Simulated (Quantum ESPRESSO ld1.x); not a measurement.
Q: Radial electron density D(r) = 4 pi r^2 rho(r) of an atom or ion with 23 electrons. Method: scalar-relativistic Kohn-Sham, revPBE, spin-unpolarised, spherical densities, point nucleus; computed with ld1.x of Quantum ESPRESSO 7.5.

| r (bohr) | D(r) (e/bohr) |
|---|---|
| 0.001336 | 2.082 |
| 0.001482 | 2.497 |
| 0.001658 | 3.031 |
| 0.001854 | 3.671 |
| 0.002074 | 4.438 |
| 0.00232 | 5.352 |
| 0.002574 | 6.352 |
| 0.002879 | 7.617 |
| 0.003221 | 9.103 |
| 0.003602 | 10.84 |
| 0.004029 | 12.85 |
| 0.004507 | 15.16 |
| 0.005001 | 17.59 |
| 0.005594 | 20.53 |
| 0.006256 | 23.81 |
| 0.006998 | 27.41 |
| 0.007827 | 31.29 |
| 0.008685 | 35.11 |
| 0.009714 | 39.35 |
| 0.01087 | 43.63 |
| 0.01215 | 47.78 |
| 0.01359 | 51.62 |
| 0.01508 | 54.74 |
| 0.01687 | 57.43 |
| 0.01887 | 59.24 |
| 0.02111 | 60.06 |
| 0.02361 | 59.83 |
| 0.0262 | 58.75 |
| 0.0293 | 56.89 |
| 0.03277 | 54.66 |
| 0.03666 | 52.59 |
| 0.041 | 51.25 |
| 0.04586 | 51.20 |
| 0.05089 | 52.63 |
| 0.05692 | 55.84 |
| 0.06366 | 60.47 |
| 0.07121 | 65.75 |
| 0.07965 | 70.56 |
| 0.08838 | 73.51 |
| 0.09885 | 74.06 |
| 0.1106 | 71.35 |
| 0.1237 | 65.66 |
| 0.1383 | 58.14 |
| 0.1535 | 51.05 |
| 0.1717 | 45.03 |
| 0.192 | 41.94 |
| 0.2148 | 41.92 |
| 0.2402 | 43.88 |
| 0.2666 | 45.73 |
| 0.2982 | 45.80 |
| 0.3335 | 42.62 |
| 0.373 | 36.15 |
| 0.4172 | 27.61 |
| 0.4667 | 18.78 |
| 0.5178 | 11.74 |
| 0.5792 | 6.212 |
| 0.6478 | 2.839 |
| 0.7246 | 1.106 |
| 0.8105 | 0.3605 |
| 0.8993 | 0.1067 |
| 1.006 | 0.02332 |
| 1.125 | 0.004010 |

What is the nuclear charge?

A: Z = 47. The innermost maximum, from 1s, lies near gamma/Z bohr with gamma = sqrt(1 - (Z/c)^2) = 0.939, here 0.02 bohr (found: 0.0218), and its height grows with Z. The density is that of the silver ion Ag24+ in [Ne] 3s2 3p5 3d6; the configuration itself is not fixed sharply by these data, and Z only to a few units. D(r) has 3 maxima, at r = 0.0218, 0.0950, 0.284 bohr, and minima at 0.0437, 0.203 bohr, inside which lie 2.03, 11.27 electrons.
